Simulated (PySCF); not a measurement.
Input for PySCF: R-M06-2X/def2-TZVPP on CH4O (SMILES CO).

```python
from pyscf import gto, dft

mol = gto.M(
    atom='''
    C    -0.14211096    0.33371878    0.00000000
    O    -0.13222933   -1.08693234    0.00000000
    H    -1.18690914    0.64106540   -0.00000000
    H     0.78112306   -1.38933346   -0.00000000
    H     0.34006319    0.75079081    0.89118535
    H     0.34006319    0.75079081   -0.89118535
    ''',
    basis='def2-tzvpp',
    charge=0, spin=0, verbose=4, max_memory=1800)
mf = dft.RKS(mol, xc='m062x').density_fit(auxbasis='def2-universal-jkfit')
mf.grids.level = 4
mf.conv_tol = 1e-9
mf.max_cycle = 150
mf.kernel()
mf.dip_moment()
```

Q: What total energy does the run end on?

A: -115.7178 hartree.
